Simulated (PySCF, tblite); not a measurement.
C5H4F2.
Atom-mapped SMILES: `[CH2:1]=[C:2]1[CH:3]=[C:4]1[CH:5]([F:6])[F:7]` (hydrogens: H8, H9 on C1; H10 on C3; H11 on C5)

Cartesian coordinates in Å at the GFN2-xTB level; atoms count from 1:
```
atom  x, y, z in Å
C1    -2.1214   -0.4011    0.2846
C2    -0.9979    0.2088    0.0121
C3    -0.2062    1.3518   -0.4052
C4     0.4551    0.2448   -0.0951
C5     1.7423   -0.4509    0.0549
F6     2.7836    0.3395   -0.3122
F7     1.8037   -1.5538   -0.7348
H8    -2.1406   -1.4255    0.6123
H9    -3.0666    0.1021    0.1816
H10   -0.1647    2.3662   -0.7200
H11    1.9182   -0.7792    1.0957
```

Method: PBE0/pcSseg-1 in PySCF (dipole) on a GFN2-xTB geometry, gas phase.

Take the most abundant isotopes and a rigid rotor. The values belong to one conformer with, in the numbering `[CH2:1]=[C:2]1[CH:3]=[C:4]1[CH:5]([F:6])[F:7]`, C3–C4–C5–F6 -3°.

Problem. What are A, B and C (GHz)?

Solution. Ia = 87.39, Ib = 301.71, Ic = 370.67 u·Å²; 505379 MHz·u·Å²/I gives 5783, 1675 and 1363 MHz, that is A = 5.7829, B = 1.6751, C = 1.3634 GHz.

Problem. What kind of rotor is it?

Solution. An asymmetric top: κ = (2 × 1675 − 5783 − 1363)/(5783 − 1363) = -0.86.

Problem. Is it planar, by Δ = Ic − Ia − Ib?

Solution. Not planar: Δ = Ic − Ia − Ib = -18.43 u·Å². For a rigid frame Δ = −2 Σ m c², so Σ m c² = 9.21 u·Å² lies off the ab plane: 2.85 from hydrogen and 6.37 from heavier atoms. The atom farthest from that plane is 1.45 Å away.

Problem. Give the other two planar moments, Paa and Pbb, and the rms extents of the mass along the axes.

Solution. Paa = Σ m a² = (Ib + Ic − Ia)/2 = 292.49 and Pbb = Σ m b² = (Ia + Ic − Ib)/2 = 78.18 u·Å². With the mass M = 102.03 u, the rms extents √(P/M) along a, b and c are 1.69, 0.88, 0.30 Å.

Problem. List the rotational levels J(Ka,Kc) to J = 2 (K).

Solution. Above 0(0,0), as E/k:
J = 1: 1(0,1) 0.146, 1(1,1) 0.343, 1(1,0) 0.358
J = 2: 2(0,2) 0.437, 2(1,2) 0.620, 2(1,1) 0.665, 2(2,1) 1.256, 2(2,0) 1.257
The levels of one J sum to (2J + 1)J(J + 1)(A + B + C)/3.

Problem. Which lines would a microwave search look for?

Solution. The dipole components are |μa| = 0.53 D, |μb| = 1.33 D, |μc| = 0.91 D. The squared components, which scale the intensities, stand as 0.16 : 1.00 : 0.47 (a : b : c). Some lines, for components of 0.1 D or more:

```json
{"type": "a", "branch": "Q", "J(Ka,Kc)": "1(1,0) ← 1(1,1)", "MHz": "312", "lower level (cm⁻¹)": "0.238"}
{"type": "a", "branch": "Q", "J(Ka,Kc)": "2(1,1) ← 2(1,2)", "MHz": "935", "lower level (cm⁻¹)": "0.431"}
{"type": "b", "branch": "R", "J(Ka,Kc)": "2(0,2) ← 1(1,1)", "MHz": "1952", "lower level (cm⁻¹)": "0.238"}
{"type": "a", "branch": "R", "J(Ka,Kc)": "1(0,1) ← 0(0,0)", "MHz": "3038", "lower level (cm⁻¹)": "0.000"}
{"type": "c", "branch": "Q", "J(Ka,Kc)": "2(1,2) ← 2(0,2)", "MHz": "3813", "lower level (cm⁻¹)": "0.303"}
{"type": "b", "branch": "Q", "J(Ka,Kc)": "2(1,1) ← 2(0,2)", "MHz": "4748", "lower level (cm⁻¹)": "0.303"}
{"type": "b", "branch": "Q", "J(Ka,Kc)": "3(1,2) ← 3(0,3)", "MHz": "5273", "lower level (cm⁻¹)": "0.605"}
{"type": "a", "branch": "R", "J(Ka,Kc)": "2(0,2) ← 1(0,1)", "MHz": "6060", "lower level (cm⁻¹)": "0.101"}
{"type": "b", "branch": "R", "J(Ka,Kc)": "1(1,1) ← 0(0,0)", "MHz": "7146", "lower level (cm⁻¹)": "0.000"}
{"type": "a", "branch": "R", "J(Ka,Kc)": "3(1,3) ← 2(1,2)", "MHz": "8638", "lower level (cm⁻¹)": "0.431"}
{"type": "a", "branch": "R", "J(Ka,Kc)": "3(2,2) ← 2(2,1)", "MHz": "9115", "lower level (cm⁻¹)": "0.873"}
{"type": "a", "branch": "R", "J(Ka,Kc)": "3(1,2) ← 2(1,1)", "MHz": "9572", "lower level (cm⁻¹)": "0.462"}
{"type": "b", "branch": "R", "J(Ka,Kc)": "2(1,2) ← 1(0,1)", "MHz": "9873", "lower level (cm⁻¹)": "0.101"}
{"type": "b", "branch": "Q", "J(Ka,Kc)": "3(2,1) ← 3(1,2)", "MHz": "11952", "lower level (cm⁻¹)": "0.781"}
{"type": "b", "branch": "Q", "J(Ka,Kc)": "2(2,0) ← 2(1,1)", "MHz": "12341", "lower level (cm⁻¹)": "0.462"}
{"type": "b", "branch": "Q", "J(Ka,Kc)": "2(2,1) ← 2(1,2)", "MHz": "13259", "lower level (cm⁻¹)": "0.431"}
{"type": "c", "branch": "R", "J(Ka,Kc)": "3(1,2) ← 2(0,2)", "MHz": "14320", "lower level (cm⁻¹)": "0.303"}
{"type": "c", "branch": "R", "J(Ka,Kc)": "2(2,0) ← 1(1,0)", "MHz": "18729", "lower level (cm⁻¹)": "0.249"}
{"type": "b", "branch": "R", "J(Ka,Kc)": "2(2,0) ← 1(1,1)", "MHz": "19041", "lower level (cm⁻¹)": "0.238"}
{"type": "c", "branch": "Q", "J(Ka,Kc)": "3(3,1) ← 3(2,1)", "MHz": "21244", "lower level (cm⁻¹)": "1.180"}
{"type": "b", "branch": "Q", "J(Ka,Kc)": "3(3,1) ← 3(2,2)", "MHz": "21329", "lower level (cm⁻¹)": "1.177"}
{"type": "b", "branch": "R", "J(Ka,Kc)": "3(3,1) ← 2(2,0)", "MHz": "30427", "lower level (cm⁻¹)": "0.874"}
```

Problem. Estimate the classical rotational partition function at 10 K, 100 K and 500 K.

Solution. Point group C1, symmetry number σ = 1; q = (√π/σ)·√((kT/h)³/(ABC)), k/h = 20836.6 MHz/K: 1470 at 10 K, 46400 at 100 K, 519000 at 500 K.

Its GFN2-xTB frequencies are all real (lowest 30 cm⁻¹). Constants of a rigid frame at the computed geometry: no zero-point averaging, no centrifugal distortion.
